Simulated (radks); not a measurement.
Problem. Species: the ruthenium ion Ru25+. Configuration: [Ar] 3d1. Calculated with a radial shooting solver on a logarithmic mesh with Libxc functionals: scalar-relativistic Kohn-Sham, BLYP, spin-polarised, spherical densities, finite nucleus; open shells are filled with parallel spins first (spin-orbit coupling, left out, can overturn this in heavy ions); Fermi nuclear charge, rms radius 4.4809 fm. Some entries of the table are withheld. Estimate them.

orbital  occ.  eigenvalue (hartree)  <1/r> (bohr^-1)  <r> (bohr)
1s up       1             -846.6512            45.87     0.03344
1s down     1             -846.6503            45.87     0.03344
2s up       1             -155.7909            10.44      0.1446
2s down     1             -155.6814            10.45      0.1445
2p up       3             -143.9221            10.11      0.1259
2p down     3             -143.8402            10.12      0.1259
3s up       1             -53.95222            4.010      0.3669
3s down     1             -53.82209            4.003      0.3672
3p up       3             -50.11130              (1)      0.3586
3p down     3             -49.97591              (2)      0.3590
3d up       1             -44.75096              (3)         (4)
3d down     0             -44.58573              (5)         (6)

Solution. 
(1) 3p up <1/r> (bohr^-1): 3.871
(2) 3p down <1/r> (bohr^-1): 3.864
(3) 3d up <1/r> (bohr^-1): 3.694
(4) 3d up <r> (bohr): 0.3220
(5) 3d down <1/r> (bohr^-1): 3.690
(6) 3d down <r> (bohr): 0.3225
